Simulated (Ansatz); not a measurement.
`BC(F)[SiH3]` and `FC([SiH3])[SiH2][SiH3]` differ in one atom or group.

Ansatz, PBE0-D4/def2-TZVP geometries, multiplicity 1. Each molecule was computed in one conformer, which needn't be the lowest.

| property | `BC(F)[SiH3]` |
| --- | --- |
| LUMO energy (B3LYP/def2-TZVPP) / eV | -1.76 |
| LUMO energy (ωB97M-V/def2-TZVPP) / eV | 0.36 |
| HOMO energy (PBE0/def2-TZVPP) / eV | -8.42 |
| size of the dipole moment (PBE/def2-TZVPP) / D | 1.46 |
| HOMO–LUMO gap (B3LYP/def2-TZVPP) / eV | 6.44 |
| LUMO energy (PBE/def2-TZVPP) / eV | -2.51 |

Problem. What does the change do to each property? (Best estimate.)

Solution. Ansatz gave: 
| property | `FC([SiH3])[SiH2][SiH3]` | shift |
| --- | --- | --- |
| LUMO energy (B3LYP/def2-TZVPP) / eV | -0.46 | 1.30 |
| LUMO energy (ωB97M-V/def2-TZVPP) / eV | 1.40 | 1.04 |
| HOMO energy (PBE0/def2-TZVPP) / eV | -8.28 | 0.14 |
| size of the dipole moment (PBE/def2-TZVPP) / D | 1.17 | -0.29 |
| HOMO–LUMO gap (B3LYP/def2-TZVPP) / eV | 7.62 | 1.18 |
| LUMO energy (PBE/def2-TZVPP) / eV | -1.12 | 1.39 |

With PBE0 the HOMO rises by 0.14 eV and the LUMO rises by 1.26 eV, so the gap widens by about 1.12 eV. PBE moves the HOMO by 0.04 eV and ωB97M-V by 0.33 eV. Dipoles are sizes alone; their direction can turn.

B3LYP here is the variant with VWN-RPA as its local correlation; programs differ in this.
